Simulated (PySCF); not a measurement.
Species: C5H8NP.
SMILES with atom numbers: `[CH3:1][CH2:2][c:3]1[nH:4][cH:5][cH:6][p:7]1` (hydrogens: H8, H9, H10 on C1; H11, H12 on C2; H13 on N4; H14 on C5; H15 on C6)

The same species was optimised twice, with GFN2-xTB and with PBE0-D3(BJ)/def2-SVP (PySCF), and the same property calculations (PySCF, gas phase) were run on both structures.

```csv
coordinate,GFN2-xTB,PBE0-D3(BJ)/def2-SVP,change
C6–P7 (Å),1.761,1.773,+0.012
N4–C5 (Å),1.355,1.365,+0.010
C5–C6 (Å),1.361,1.370,+0.009
C3–P7 (Å),1.726,1.734,+0.008
C3–N4 (Å),1.357,1.360,+0.003
C1–C2 (Å),1.531,1.528,-0.003
C2–C3 (Å),1.493,1.496,+0.003
C1–C2–C3 (°),111.4,113.6,+2.2
C3–N4–C5 (°),114.3,115.3,+1.0
N4–C3–P7 (°),112.4,111.6,-0.8
C3–P7–C6 (°),88.6,89.2,+0.6
C2–C3–P7 (°),128.0,128.5,+0.5
N4–C5–C6 (°),112.6,112.2,-0.4
C5–C6–P7 (°),112.0,111.7,-0.3
C2–C3–N4 (°),119.5,119.8,+0.3
C1–C2–C3–N4 (°),77,73,-4
```

Rotational constants: A = 4214, B = 1752, C = 1362 MHz (GFN2-xTB) against A = 4224, B = 1711, C = 1330 MHz (PBE0-D3(BJ)/def2-SVP). Point groups within 0.08 Å: C1 and C1.

On the GFN2-xTB structure: lowest singlet, TDDFT (eV) 5.39 [CAM-B3LYP/def2-SVPD]; isotropic polarisability (au) 89.0 [CAM-B3LYP/def2-SVPD]; HOMO (eV) -7.26 [CAM-B3LYP/def2-SVPD]; LUMO (eV) 0.91 [CAM-B3LYP/def2-SVPD]; dipole (D) 3.41 [CAM-B3LYP/def2-SVPD]; HOMO (eV) -6.11 [PBE0/pcSseg-1]; LUMO (eV) -0.03 [PBE0/pcSseg-1]; dipole (D) 3.49 [PBE0/pcSseg-1]; GIAO shielding of C1 (ppm) 164.1 [PBE0/pcSseg-1]; GIAO shielding of C2 (ppm) 157.2 [PBE0/pcSseg-1]; GIAO shielding of C3 (ppm) 8.6 [PBE0/pcSseg-1]; GIAO shielding of N4 (ppm) 74.3 [PBE0/pcSseg-1]; GIAO shielding of C5 (ppm) 58.6 [PBE0/pcSseg-1]; GIAO shielding of C6 (ppm) 52.0 [PBE0/pcSseg-1]; GIAO shielding of P7 (ppm) 217.8 [PBE0/pcSseg-1].

Q: What do these properties become on the PBE0-D3(BJ)/def2-SVP structure?

A: 
| property | level | on GFN2-xTB | on PBE0-D3(BJ)/def2-SVP | change |
| --- | --- | --- | --- | --- |
| lowest singlet, TDDFT (eV) | CAM-B3LYP/def2-SVPD | 5.39 | 5.36 | -0.03 |
| isotropic polarisability (au) | CAM-B3LYP/def2-SVPD | 89.0 | 90.5 | +1.5 |
| HOMO (eV) | CAM-B3LYP/def2-SVPD | -7.26 | -7.27 | -0.01 |
| LUMO (eV) | CAM-B3LYP/def2-SVPD | 0.91 | 0.86 | -0.05 |
| dipole (D) | CAM-B3LYP/def2-SVPD | 3.41 | 3.42 | +0.01 |
| energy, GFN2-xTB geometry as zero (kcal/mol) | CAM-B3LYP/def2-SVPD | 0.0 | -0.9 | -0.9 |
| HOMO (eV) | PBE0/pcSseg-1 | -6.11 | -6.13 | -0.02 |
| LUMO (eV) | PBE0/pcSseg-1 | -0.03 | -0.08 | -0.05 |
| dipole (D) | PBE0/pcSseg-1 | 3.49 | 3.52 | +0.03 |
| energy, GFN2-xTB geometry as zero (kcal/mol) | PBE0/pcSseg-1 | 0.0 | -0.6 | -0.6 |
| GIAO shielding of C1 (ppm) | PBE0/pcSseg-1 | 164.1 | 163.7 | -0.4 |
| GIAO shielding of C2 (ppm) | PBE0/pcSseg-1 | 157.2 | 157.0 | -0.2 |
| GIAO shielding of C3 (ppm) | PBE0/pcSseg-1 | 8.6 | 8.2 | -0.4 |
| GIAO shielding of N4 (ppm) | PBE0/pcSseg-1 | 74.3 | 71.1 | -3.2 |
| GIAO shielding of C5 (ppm) | PBE0/pcSseg-1 | 58.6 | 55.4 | -3.2 |
| GIAO shielding of C6 (ppm) | PBE0/pcSseg-1 | 52.0 | 49.0 | -3.0 |
| GIAO shielding of P7 (ppm) | PBE0/pcSseg-1 | 217.8 | 206.7 | -11.1 |

The heavy atoms differ by 0.037 Å rms after alignment. Among bonds between heavy atoms C6–P7 changes most (+0.012 Å). Changes are differences of the printed values. Neither structure is proved a minimum here.

Shape of the structure used: `[CH3:1][CH2:2][c:3]1[nH:4][cH:5][cH:6][p:7]1`: C1–C2–C3–N4 73°.
